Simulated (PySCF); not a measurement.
A structure optimised at PBE0-D3(BJ)/def2-SVP, used in a PySCF frequency run:

```xyz
11

C     -0.4699     3.1650     0.0000
C     -0.1943     1.9845     0.0000
C      0.1268     0.5958     0.0000
F      1.4440     0.3512     0.0000
C     -0.7406    -0.4249     0.0000
Si    -0.1897    -2.2155     0.0000
H     -0.7156     4.2116     0.0000
H     -1.8006    -0.1586     0.0000
H      0.6261    -2.5211    -1.2130
H      0.6261    -2.5211     1.2130
H     -1.4079    -3.0777     0.0000
```
Charge 0, spin multiplicity 1.

Q: Write its SMILES, formula and point group.

A: C#C/C(F)=C/[SiH3], C4H5FSi, Cs

Q: What are its rotational constants (standard atomic weights)?

A: 8.4408, 1.4144, 1.2289 GHz
